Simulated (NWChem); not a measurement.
System: AlNH2Br2; SMILES [NH2][Al]([Br])[Br]

NWChem input:

```
start job
memory heap 200 mb stack 900 mb global 1100 mb
geometry units angstroms noautosym nocenter noautoz
  Al     0.000000     0.000000     0.658826
  Br    -1.964111     0.000000    -0.458241
  Br     1.964111     0.000000    -0.458241
  N      0.000000     0.000000     2.426606
  H      0.842261     0.000000     3.005699
  H     -0.842261     0.000000     3.005699
end
basis spherical
  Al library aug-cc-pvdz
  Br library aug-cc-pvdz
  N library aug-cc-pvdz
  H library aug-cc-pvdz
end
dft
  xc b3lyp
  iterations 150
end
property
  response 1 0.0773
end
task dft property
```

The geometry was optimised at PBE-D3(BJ)/def2-SVP.

Field at 589 nm.

### Question
Give the results of this calculation. (B3LYP/aug-cc-pVDZ.) Quantities: isotropic polarisability (bohr³); anisotropy (bohr³).

### Answer
```json
{
  "isotropic polarisability (bohr³)": "79.9",
  "anisotropy (bohr³)": "28.2"
}
```
